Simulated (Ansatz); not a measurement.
Cartesian coordinates in Å:
```
N -0.5319 0.2173 -0.8215
Zn 0.5387 0.0191 0.6314
Br 1.9291 -0.0658 2.3738
H -0.4145 -0.4715 -1.5524
H -1.5214 0.3009 -0.6314
```

Total charge 0; spin multiplicity 1.

(1) List the PBE0/def2-TZVPP orbital energies in eV (the Gaussian-basis code of Ansatz). (An estimate is asked.)

Answers

(1) The calculation gave: Occupied: -13149.72, -9459.72, -1704.62, -1535.16, -1535.11, -1535.11, -1153.22, -1015.58, -1015.55, -1015.48, -390.88, -238.44, -178.77, -178.63, -178.62, -134.03, -89.87, -89.82, -89.72, -72.28, -72.23, -72.23, -72.11, -72.11, -23.20, -21.07, -15.34, -15.30, -15.12, -15.10, -15.09, -12.96, -10.70, -9.73, -8.37, -8.33, -7.35. Lowest empty: -0.98, -0.19, 0.24, 1.46, 2.80, 2.92, 3.85, 4.69.
